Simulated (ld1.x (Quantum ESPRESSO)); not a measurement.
Logarithmic derivatives: Br, ultrasoft

Br, ultrasoft, made with ld1.x (Quantum ESPRESSO) 7.5 (LDA (PZ), scalar-relativistic). Core [Ar], reference 3d10 4s2 4p5. Waves: 4s (bound): rcut 1.25, rcutus 1.65 bohr; 4s channel at 0.55 Ry: rcut 1.25, rcutus 1.65 bohr; 4p (bound): rcut 1.05, rcutus 1.35 bohr; 4p channel at 4.55 Ry: rcut 1.05, rcutus 1.35 bohr; 3d (bound): rcut 0.75, rcutus 0.80 bohr; 3d channel at -1.05 Ry: rcut 0.75, rcutus 0.80 bohr. Local part: all-electron potential smoothed inside 1.40 bohr (lloc = -1). Core correction: Bessel-smoothed model core, default radius (core density twice the valence density). Augmentation charge: built from norm-conserving waves at rcut, not smoothed further.

The phase is arctan(r·u′/u) with u = r·R(r), unwrapped; energies in Ry, scanned from -7 to 5 Ry. A pole is an energy at which the radial function vanishes at the test radius. The pseudo phase is shifted by a multiple of π to meet the all-electron one at the reference energy, and phase errors are pseudo minus all-electron; the curves can meet again beyond the range given. Levels narrower than the energy grid can be missing from the lists of poles.

| channel | radius (bohr) | reference energy (Ry) | poles, all-electron | poles, pseudo | unbroken range about the reference energy with phases within 0.05 rad | phase error 1 Ry above the reference energy (rad) |
| --- | --- | --- | --- | --- | --- | --- |
| s | 1.80 | -1.49 | 1.49 | 1.49 | the whole range | -0.000 |
| p | 1.80 | -0.59 | 3.34 | 3.34 | the whole range | -0.000 |
| d | 1.80 | -4.92 | -4.86 | -4.86 | the whole range | +0.000 |

Phases in the d channel:

```tsv
E (Ry)	all-electron	pseudo
-7.00	1.352	1.352
-6.74	1.346	1.347
-6.48	1.340	1.340
-6.22	1.332	1.332
-5.96	1.322	1.322
-5.70	1.307	1.307
-5.44	1.281	1.281
-5.18	1.200	1.200
-4.92	-1.356	-1.356
-4.66	-1.732	-1.732
-4.40	-1.777	-1.777
-4.14	-1.799	-1.799
-3.88	-1.815	-1.815
-3.62	-1.828	-1.827
-3.36	-1.840	-1.840
-3.10	-1.852	-1.852
-2.84	-1.865	-1.865
-2.58	-1.878	-1.878
-2.32	-1.893	-1.893
-2.06	-1.909	-1.909
-1.80	-1.927	-1.927
-1.54	-1.947	-1.947
-1.28	-1.970	-1.970
-1.02	-1.996	-1.996
-0.76	-2.027	-2.028
-0.50	-2.065	-2.065
-0.24	-2.110	-2.111
0.02	-2.165	-2.167
0.28	-2.236	-2.239
0.54	-2.326	-2.331
0.80	-2.446	-2.454
1.06	-2.605	-2.620
1.32	-2.817	-2.840
1.58	-3.082	-3.114
1.84	-3.376	-3.416
2.10	-3.656	-3.696
2.36	-3.886	-3.923
2.62	-4.063	-4.095
2.88	-4.195	-4.223
3.14	-4.295	-4.319
3.40	-4.372	-4.394
3.66	-4.433	-4.453
3.92	-4.482	-4.500
4.18	-4.522	-4.540
4.44	-4.556	-4.573
4.70	-4.586	-4.602
4.96	-4.611	-4.627
```
